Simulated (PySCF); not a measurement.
Isomers of C6H10NOP, one conformer each; single-point electronic energies without zero-point terms and without any empirical dispersion term.

All values: PBE0/pcSseg-1 (PySCF, non-relativistic), each on one gas-phase PBE0-D3(BJ)/def2-SVP geometry that isn't relaxed in the solvent. The solvent is an IEF-PCM continuum (cavity from Bondi-type radii × 1.2). Specific hydrogen bonds and non-electrostatic terms are outside this model.

```json
{"isomer": "`Cc1coc(N(C)C)p1`", "relative energy, gas (kcal/mol)": "0.0", "dipole (D)": "2.31"}
{"isomer": "`C#C[P@](C)(=N)CC(C)=O`", "relative energy, gas (kcal/mol)": "37.3", "dipole (D)": "3.13"}
```

How do the relative energies look in cyclohexane (ε = 2.017)?

```csv
isomer,"relative energy, solvent (kcal/mol)",E(solvent) − E(gas) (kcal/mol),dipole in solvent (D)
`Cc1coc(N(C)C)p1`,0.0,-2.0,2.68
`C#C[P@](C)(=N)CC(C)=O`,35.0,-4.3,3.53
```

The order is unchanged. Conformers: `[CH:1]#[C:2][P@:3]([CH3:4])(=[NH:5])[CH2:6][C:7]([CH3:8])=[O:9]` with C2–P3–C6–C7 -178°, P3–C6–C7–C8 -91°. `C#C[P@](C)(=N)CC(C)=O` gains most from the continuum, and it has the largest gas-phase dipole. The gains span 2.3 kcal/mol, the gas-phase energies 37.3 kcal/mol.
